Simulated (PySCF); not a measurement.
BFH₅NSi, BH₈NSi₂, BClH₄Si₂, CH₅BOSi and others (calculated)

Computed with PySCF 2.14.0. Calculation on a computer-drawn molecule: the log of a Hartree-Fock and frozen-core CCSD(T) single point meant for a local Hartree-Fock minimum, with one planted fault or none, to be diagnosed. Offsets are logged minus clean, where the clean run is the same molecule without the fault. The reference is restricted for singlets and unrestricted otherwise, and also for a bond in bohr or an excited solution. Adding or removing an electron swaps singlet and doublet. The excited solution moves the top pair (singlet) or top alpha electron (doublet) to the lowest empty orbital. Highest occupied and lowest empty are orbital energies over both spins, largest force is the largest gradient component, triples share is (T) over the correlation energy, the T1 limit is 0.02 restricted and 0.045 unrestricted, electrons count all cores, a negative frequency is imaginary (commonest isotopes), and the dipole is about the centre of nuclear charge.

Common to all runs: meant charge 0; meant basis cc-pV(D+d)Z; logged SCF converged yes; possible faults no fault, one electron removed, one electron added, multiplicity raised by two, geometry at a saddle point, SCF held on an excited solution, minimal basis STO-3G, one bond length entered in bohr, all coordinates scaled.

(1) BFH₅NSi

Logged structure:
```xyz
9
BFH5NSi
B     -1.3371     2.8251     0.4271
Si    -0.2129     1.3615     1.2662
N      1.0362     0.9274     0.1909
F     -1.2463     0.1404     1.5861
H     -1.6131     3.8448     0.9949
H     -1.7543     2.6911    -0.6914
H      0.4209     1.6694     2.5609
H      1.8098     0.3706     0.5033
H      0.8344     0.7395    -0.7734
```

| Property | Result |
| --- | --- |
| meant multiplicity | 1 |
| logged electrons | 40 |
| logged basis functions | 90 |
| logged spin squared | 2.0102 |
| logged highest occupied | -7.9483 eV |
| logged lowest empty | -1.4202 eV |
| logged largest force | 0.050063 hartree/bohr |
| logged T1 diagnostic | 0.017799 |
| logged D1 diagnostic | 0.095306 |
| logged triples share | 0.022411 |
| logged CC converged | yes |
| logged dipole magnitude | 3.1996 debye |
| logged SCF stable within its kind | yes |
| logged energy HF | -470.36457 hartree |
| logged energy CCSD(T) | -470.9504 hartree |
| planted fault | multiplicity raised by two |
| HF energy offset from clean run | 77.34 kcal/mol |
| CCSD(T) energy offset from clean run | 79.73 kcal/mol |

Drawn bonds:
```
atom  other atom  order
   1           2      1
   2           3      1
   2           4      1
   1           5      1
   1           6      1
   2           7      1
   3           8      1
   3           9      1
```

(2) BH₈NSi₂

Logged structure:
```xyz
12
BH8NSi2
B     -2.0191    -0.4255    -0.7058
Si    -1.2050    -1.4901     0.8207
N      0.1001    -2.4923     0.2627
Si    -0.3501    -0.0622     2.5076
H     -1.7217    -0.6021    -1.8563
H     -2.8452     0.4159    -0.4758
H     -2.3378    -2.2442     1.4448
H     -0.0415    -3.0343    -0.5708
H      0.6075    -3.0416     0.9324
H      0.5830     0.9422     1.9375
H      0.3908    -0.8486     3.5282
H     -1.4549     0.6609     3.1861
```

| Quantity | Value |
| --- | --- |
| meant multiplicity | 1 |
| logged electrons | 48 |
| logged basis functions | 114 |
| logged spin squared | 0 |
| logged highest occupied | -4.3114 eV |
| logged lowest empty | -5.6622 eV |
| logged largest force | 0.12325 hartree/bohr |
| logged CC converged | no |
| logged dipole magnitude | 5.3591 debye |
| logged SCF stable within its kind | no |
| logged energy HF | -661.12083 hartree |
| planted fault | SCF held on an excited solution |
| HF energy offset from clean run | 333.9 kcal/mol |

Drawn bonds:
```
atom  other atom  order
   1           2      1
   2           3      1
   2           4      1
   1           5      1
   1           6      1
   2           7      1
   3           8      1
   3           9      1
   4          10      1
   4          11      1
   4          12      1
```

Notes: CCSD not converged.

(3) BH₈NSi₂

Structure as in entry 2.

| Item | Value |
| --- | --- |
| meant multiplicity | 1 |
| logged electrons | 49 |
| logged basis functions | 114 |
| logged spin squared | 0.7606 |
| logged highest occupied | -0.66804 eV |
| logged lowest empty | 7.8773 eV |
| logged largest force | 0.032754 hartree/bohr |
| logged T1 diagnostic | 0.012368 |
| logged D1 diagnostic | 0.033974 |
| logged triples share | 0.026402 |
| logged CC converged | yes |
| logged dipole magnitude | 7.1517 debye |
| logged SCF stable within its kind | yes |
| logged energy HF | -661.63731 hartree |
| logged energy CCSD(T) | -662.19681 hartree |
| planted fault | one electron added |
| HF energy offset from clean run | 9.82 kcal/mol |
| CCSD(T) energy offset from clean run | -2.861 kcal/mol |

Drawn bonds:
```
atom  other atom  order
   1           2      1
   2           3      1
   2           4      1
   1           5      1
   1           6      1
   2           7      1
   3           8      1
   3           9      1
   4          10      1
   4          11      1
   4          12      1
```

(4) BClH₄Si₂

Logged structure:
```xyz
8
BClH4Si2
B      0.2920    -1.2570     0.3296
Si     0.5164     0.4348    -0.7518
Si    -0.0284     0.2757    -3.0959
Cl    -0.9828     1.8675    -0.3130
H      1.1394    -2.1058     0.2659
H     -0.6887    -1.4774     0.9796
H      1.8063     1.1045    -0.4704
H     -1.1438    -0.7114    -2.8131
```

| Quantity | Value |
| --- | --- |
| meant multiplicity | 1 |
| logged electrons | 53 |
| logged basis functions | 103 |
| logged spin squared | 0.7883 |
| logged highest occupied | -15.81 eV |
| logged lowest empty | -6.7642 eV |
| logged largest force | 0.037489 hartree/bohr |
| logged T1 diagnostic | 0.023533 |
| logged D1 diagnostic | 0.10659 |
| logged triples share | 0.029563 |
| logged CC converged | yes |
| logged dipole magnitude | 6.5928 debye |
| logged SCF stable within its kind | yes |
| logged energy HF | -1064.06293 hartree |
| logged energy CCSD(T) | -1064.50719 hartree |
| planted fault | one electron removed |
| HF energy offset from clean run | 177.8 kcal/mol |
| CCSD(T) energy offset from clean run | 195.2 kcal/mol |

Drawn bonds:
```
atom  other atom  order
   1           2      1
   2           3      1
   2           4      1
   1           5      1
   1           6      1
   2           7      1
   3           8      1
```

(5) CH₅BOSi

Logged structure:
```xyz
9
CH5BOSi
B      0.0769    -1.6033    -1.7725
Si    -0.9736    -0.5838    -0.4615
C     -1.5852     0.9936    -0.9311
O     -1.4522     1.6496    -2.0811
H      0.5377    -2.6859    -1.5510
H      0.2702    -1.1190    -2.8563
H     -1.3389    -0.9618     0.9120
H     -2.1701     1.5879    -0.2345
H     -0.9434     1.1431    -2.7004
```

| Item | Value |
| --- | --- |
| meant multiplicity | 1 |
| logged electrons | 39 |
| logged basis functions | 90 |
| logged spin squared | 1.0129 |
| logged highest occupied | -1.0619 eV |
| logged lowest empty | 8.2676 eV |
| logged largest force | 0.044729 hartree/bohr |
| logged T1 diagnostic | 0.030052 |
| logged D1 diagnostic | 0.13655 |
| logged triples share | 0.031195 |
| logged CC converged | yes |
| logged dipole magnitude | 4.5561 debye |
| logged SCF stable within its kind | yes |
| logged energy HF | -429.17778 hartree |
| logged energy CCSD(T) | -429.75115 hartree |
| planted fault | one electron added |
| HF energy offset from clean run | -5.214 kcal/mol |
| CCSD(T) energy offset from clean run | -5.841 kcal/mol |

Drawn bonds:
```
atom  other atom  order
   1           2      1
   2           3      2
   3           4      1
   1           5      1
   1           6      1
   2           7      1
   3           8      1
   4           9      1
```

(6) CH₆BNSi

Logged structure:
```xyz
10
CH6BNSi
B     -0.5798     0.5389     0.7470
Si    -2.0020    -1.6281    -2.0957
N     -2.2500    -3.1849    -2.0568
C     -2.0645    -4.2214    -1.0876
H     -0.4307     1.7204     0.6108
H     -0.2760     0.0398     1.7916
H     -2.3506    -0.9332    -3.3487
H     -3.0189    -4.7179    -0.8858
H     -1.6509    -3.8895    -0.1262
H     -1.3978    -4.9914    -1.4887
```

| Property | Result |
| --- | --- |
| meant multiplicity | 1 |
| logged electrons | 38 |
| logged basis functions | 95 |
| logged spin squared | 1.2224 |
| logged highest occupied | -8.7301 eV |
| logged lowest empty | 1.2405 eV |
| logged largest force | 0.019694 hartree/bohr |
| logged T1 diagnostic | 0.055423 |
| logged D1 diagnostic | 0.23351 |
| logged triples share | 0.034254 |
| logged CC converged | yes |
| logged dipole magnitude | 1.8987 debye |
| logged SCF stable within its kind | yes |
| logged energy HF | -409.25491 hartree |
| logged energy CCSD(T) | -409.79173 hartree |
| planted fault | one bond length entered in bohr, row 1 of the drawn bonds |
| HF energy offset from clean run | 59.04 kcal/mol |
| CCSD(T) energy offset from clean run | 73.23 kcal/mol |

Drawn bonds:
```
atom  other atom  order
   1           2      1
   2           3      2
   3           4      1
   1           5      1
   1           6      1
   2           7      1
   4           8      1
   4           9      1
   4          10      1
```

Notes: T1 above single-reference limit.

(7) CH₅B₂Si

Logged structure:
```xyz
9
CH5B2Si
B      0.8973     0.2949    -0.4625
Si    -1.0473     0.4558    -0.1137
B     -2.1929    -1.0592     0.3892
C     -2.9837    -2.1436     0.7429
H      1.4305    -0.7725    -0.3683
H      1.5440     1.2561    -0.7663
H     -1.7216     1.7647    -0.2275
H     -3.1390    -2.4336     1.7776
H     -3.4883    -2.7571     0.0027
```

| Quantity | Value |
| --- | --- |
| meant multiplicity | 2 |
| logged electrons | 35 |
| logged basis functions | 29 |
| logged spin squared | 0.9406 |
| logged highest occupied | -5.9322 eV |
| logged lowest empty | 4.5332 eV |
| logged largest force | 0.024236 hartree/bohr |
| logged T1 diagnostic | 0.04249 |
| logged D1 diagnostic | 0.18798 |
| logged triples share | 0.014372 |
| logged CC converged | yes |
| logged dipole magnitude | 0.91317 debye |
| logged SCF stable within its kind | yes |
| logged energy HF | -374.50558 hartree |
| logged energy CCSD(T) | -374.72893 hartree |
| planted fault | minimal basis STO-3G |
| HF energy offset from clean run | 2802 kcal/mol |
| CCSD(T) energy offset from clean run | 2940 kcal/mol |

Drawn bonds:
```
atom  other atom  order
   1           2      1
   2           3      1
   3           4      2
   1           5      1
   1           6      1
   2           7      1
   4           8      1
   4           9      1
```

(8) B₂FH₄Si

Logged structure:
```xyz
8
B2FH4Si
B     -0.4391     2.3174     0.3687
Si     0.5716     0.8389     1.2162
B      2.0424    -0.2110     0.3213
F      2.3858     0.0880    -0.9300
H     -0.1839     2.6411    -0.7560
H     -1.3045     2.8967     0.9609
H      0.2680     0.4304     2.6061
H      2.6415    -1.1057     0.8517
```

| Item | Value |
| --- | --- |
| meant multiplicity | 2 |
| logged electrons | 38 |
| logged basis functions | 85 |
| logged spin squared | 0 |
| logged highest occupied | -1.3273 eV |
| logged lowest empty | 6.6255 eV |
| logged largest force | 0.030886 hartree/bohr |
| logged T1 diagnostic | 0.019882 |
| logged D1 diagnostic | 0.07269 |
| logged triples share | 0.031344 |
| logged CC converged | yes |
| logged dipole magnitude | 2.9195 debye |
| logged SCF stable within its kind | yes |
| logged energy HF | -440.08008 hartree |
| logged energy CCSD(T) | -440.61385 hartree |
| planted fault | one electron added |
| HF energy offset from clean run | -13.84 kcal/mol |
| CCSD(T) energy offset from clean run | -40.16 kcal/mol |

Drawn bonds:
```
atom  other atom  order
   1           2      1
   2           3      1
   3           4      1
   1           5      1
   1           6      1
   2           7      1
   3           8      1
```

(9) BH₅NSi

Logged structure:
```xyz
8
BH5NSi
B     -2.5448     1.4324    -0.6800
Si    -2.7572    -0.4926    -0.5948
N     -1.8862    -1.5826     0.4097
H     -1.7291     2.0088     0.0206
H     -3.2522     2.0523    -1.4561
H     -3.7201    -1.3128    -1.4011
H     -1.1650    -1.2848     1.0620
H     -2.0348    -2.5879     0.4179
```

| Property | Result |
| --- | --- |
| meant multiplicity | 2 |
| logged electrons | 31 |
| logged basis functions | 76 |
| logged spin squared | 0.7594 |
| logged highest occupied | -7.2433 eV |
| logged lowest empty | 1.3648 eV |
| logged largest force | 0.015063 hartree/bohr |
| logged T1 diagnostic | 0.017113 |
| logged D1 diagnostic | 0.063016 |
| logged triples share | 0.027492 |
| logged CC converged | yes |
| logged dipole magnitude | 3.2329 debye |
| logged SCF stable within its kind | yes |
| logged energy HF | -370.94973 hartree |
| logged energy CCSD(T) | -371.35182 hartree |
| planted fault | all coordinates scaled, by +1.6 % |
| HF energy offset from clean run | 1.115 kcal/mol |
| CCSD(T) energy offset from clean run | -0.2476 kcal/mol |

Drawn bonds:
```
atom  other atom  order
   1           2      1
   2           3      1
   1           4      1
   1           5      1
   2           6      1
   3           7      1
   3           8      1
```

(10) BH₅NSi

Logged structure:
```xyz
8
BH5NSi
B     -2.5047     1.4099    -0.6693
Si    -2.7138    -0.4849    -0.5855
N     -1.8565    -1.5577     0.4032
H     -1.7019     1.9771     0.0202
H     -3.2010     2.0200    -1.4332
H     -3.6615    -1.2921    -1.3791
H     -1.1466    -1.2646     1.0453
H     -2.0028    -2.5472     0.4113
```

| Item | Value |
| --- | --- |
| meant multiplicity | 2 |
| logged electrons | 32 |
| logged basis functions | 76 |
| logged spin squared | 0 |
| logged highest occupied | 0.02079 eV |
| logged lowest empty | 8.9794 eV |
| logged largest force | 0.05935 hartree/bohr |
| logged T1 diagnostic | 0.0142 |
| logged D1 diagnostic | 0.04544 |
| logged triples share | 0.031625 |
| logged CC converged | yes |
| logged dipole magnitude | 6.5858 debye |
| logged SCF stable within its kind | yes |
| logged energy HF | -370.92389 hartree |
| logged energy CCSD(T) | -371.36088 hartree |
| planted fault | one electron added |
| HF energy offset from clean run | 17.33 kcal/mol |
| CCSD(T) energy offset from clean run | -5.933 kcal/mol |

Drawn bonds:
```
atom  other atom  order
   1           2      1
   2           3      1
   1           4      1
   1           5      1
   2           6      1
   3           7      1
   3           8      1
```

Notes: highest electron not bound in this basis.
